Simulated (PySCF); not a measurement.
Si(Cl)3(SiH3) (Cl₃H₃Si₂), SMILES Cl[Si](Cl)([SiH3])Cl. Coordinates come from a PBE-D3(BJ)/def2-SVP optimisation.

Level of theory: PBE-D3(BJ)/def2-SVP in PySCF 2.14.0.

Harmonic wavenumbers (cm⁻¹): 92, 92, 121, 169, 169, 191, 354, 491, 491, 548, 591, 591, 825, 894, 894, 2166, 2188, 2188. Rotational constants (GHz): 1.238, 1.157, 1.157; symmetry number 3.

Problem. Work out the zero-point energy and the ideal-gas rigid-rotor harmonic-oscillator thermochemistry at 298.15 K and 1 atm.

Solution. ZPE = ½ Σ hcν = ½ × 13054 cm⁻¹ = 78.08 kJ/mol. H − E(el) = 102.48 kJ/mol. Entropy in J/(mol K): translation 172.47, rotation 114.93, vibration 91.61, total 379.01. G − E(el) = -10.53 kJ/mol. Cp = 118.83 J/(mol K). Modes under 150 cm⁻¹ make the vibrational entropy uncertain.
